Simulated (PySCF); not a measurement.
Molfile (atoms numbered from 1):
```
C2H2BF3
     RDKit          3D

  8  7  0  0  0  0  0  0  0  0999 V2000
   -1.3230   -0.1568    0.1653 B   0  0  0  0  0  0  0  0  0  0  0  0
    0.0498    0.4899    0.0771 C   0  0  0  0  0  0  0  0  0  0  0  0
    0.2225    1.8082    0.2711 F   0  0  0  0  0  0  0  0  0  0  0  0
    1.1839   -0.1949   -0.2088 C   0  0  0  0  0  0  0  0  0  0  0  0
    2.3577    0.3492   -0.2971 F   0  0  0  0  0  0  0  0  0  0  0  0
    1.2317   -1.4724   -0.4266 F   0  0  0  0  0  0  0  0  0  0  0  0
   -1.4289   -1.3426   -0.0130 H   0  0  0  0  0  0  0  0  0  0  0  0
   -2.2826    0.5287    0.4095 H   0  0  0  0  0  0  0  0  0  0  0  0
  1  2  1  0
  2  3  1  0
  2  4  2  3
  4  5  1  0
  4  6  1  0
  1  7  1  0
  1  8  1  0
M  END
```

- structure optimised with PBE0-D3(BJ)/def2-SVP
- NMR shieldings at PBE0/pcSseg-1/GIAO
- code: PySCF
- isolated molecule, equivalent nuclei averaged, one conformer, non-relativistic Hamiltonian

Referencing at the same level of theory: 13C (184.41 ppm), 1H (31.27 ppm) against TMS; BF3·OEt2 for 11B (100.73 ppm); CFCl3 for 19F (177.25 ppm).

```tsv
atoms	nucleus	count	Hirshfeld charge	δ (ppm)
F6	19F	1	-0.03	-78.5
F3	19F	1	-0.09	?
C4	13C	1	0.20	174.4
B1	11B	1	0.10	?
H7/H8	1H	2	-0.05	6.80
C2	13C	1	-0.04	146.5
F5	19F	1	-0.04	-64.5
```

Question: Complete the table.

Answer: 
- B1: 63.3 ppm, boron bonded to C, 2 H
- F3: -190.3 ppm, vinylic fluorine

Hydrogens on boron are broadened and split by 11B (spin 3/2, 80 %) and 10B (spin 3). A carbon bonded to boron is broadened by the quadrupolar boron nucleus and is often missing from a measured spectrum. Shifts are as computed. Against solution values, carbons near 30 ppm lie about +2 ppm off and those near 130 ppm about +5 ppm. Of 1211 compounds with measured shifts, 218 miss one by over three times the rms of a fit or turn the order of signals round; such compounds aren't used in these exercises. Unscaled 19F shifts against computed CFCl3 carry errors that often reach 10 to 50 ppm.
